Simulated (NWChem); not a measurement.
System: C2H5BO3; SMILES B(O)(C(=O)C)O

```xyz
11

C     -0.0226     1.6892    -1.0779
C      0.0034     0.8182     0.1517
O      0.0269     1.2899     1.2715
B      0.0003    -0.7824     0.0135
O     -1.2089    -1.3999    -0.0032
O      1.2075    -1.4007    -0.0492
H      0.8497     1.4651    -1.7142
H     -0.0174     2.7503    -0.7921
H     -0.9198     1.4637    -1.6781
H     -1.1886    -2.3626    -0.0170
H      1.1861    -2.3634    -0.0622
```
Atoms are numbered in this order, from 1.

Computed with NWChem. The geometry was optimised at PBE0/def2-SVP. Vertical excitations in the gas phase; the lowest state need not have the same character in each row.

```json
[
 {"level": "PBE/def2-SVP, full TDDFT", "lowest excitation, singlet (eV)": "3.77", "oscillator strength of that lowest state": "0.000", "lowest state with f > 0.02, singlet (eV)": "4.76", "oscillator strength of that bright state": "0.053", "orbital gap (eV)": "3.48"},
 {"level": "B3LYP/def2-SVP, full TDDFT", "lowest excitation, singlet (eV)": "3.90", "oscillator strength of that lowest state": "0.000", "lowest state with f > 0.02, singlet (eV)": "5.79", "oscillator strength of that bright state": "0.054", "orbital gap (eV)": "5.79"},
 {"level": "BHandHLYP/def2-SVP, full TDDFT", "lowest excitation, singlet (eV)": "4.06", "oscillator strength of that lowest state": "0.000", "lowest state with f > 0.02, singlet (eV)": "7.45", "oscillator strength of that bright state": "0.062", "orbital gap (eV)": "9.20"}
]
```
